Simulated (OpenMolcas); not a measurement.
Cu3+ (d8) among equal point charges was computed by CASSCF with the d shell active (OpenMolcas, ANO-RCC-VDZP on the metal). Its lowest spin-free states, and all those of the highest spin:

```json
{"2S+1": "3", "Degeneracy": "1", "E (cm-1)": "0.0"}
{"2S+1": "3", "Degeneracy": "2", "E (cm-1)": "798.0"}
{"2S+1": "3", "Degeneracy": "2", "E (cm-1)": "1094"}
{"2S+1": "3", "Degeneracy": "2", "E (cm-1)": "2077"}
{"2S+1": "1", "Degeneracy": "2", "E (cm-1)": "18932"}
{"2S+1": "1", "Degeneracy": "2", "E (cm-1)": "19206"}
{"2S+1": "1", "Degeneracy": "1", "E (cm-1)": "20045"}
{"2S+1": "3", "Degeneracy": "2", "E (cm-1)": "22686"}
{"2S+1": "3", "Degeneracy": "1", "E (cm-1)": "24155"}
{"2S+1": "1", "Degeneracy": "2", "E (cm-1)": "28927"}
{"2S+1": "1", "Degeneracy": "1", "E (cm-1)": "28931"}
{"2S+1": "1", "Degeneracy": "2", "E (cm-1)": "29154"}
```

Is the site octahedral, tetrahedral or cube-like, axial, or of lower symmetry?

The states with 2S+1 = 3 have orbital degeneracies 1, 2, 2, 2, 2, 1. There are pairs but no triples, so the site is axial: not cubic, but with a proper or improper axis of order three or more. The run had Cu3+ among 6 point charges of -0.8 e arranged as a trigonal prism (D3h), 1.8 Å from the ion, with a polar angle of 51.6° against the regular 49.1°.

Spin-orbit coupling mixes the spin-free states strongly: the lowest level takes only 68 % from its leading state, 3A2. Without dynamic correlation the repulsion within the d shell is too large (B by tens of per cent), so at a given field states of lower spin stand too high. The ground term spreads over less than 5000 cm-1, several times less than with real ligands, so orbital moments are less quenched and χT lies further from the spin-only value than at real sites. This is an electrostatic model: the charges have no orbitals. An unlabelled pair can be two single states that coincide in this model. No measured value stands beside these numbers.
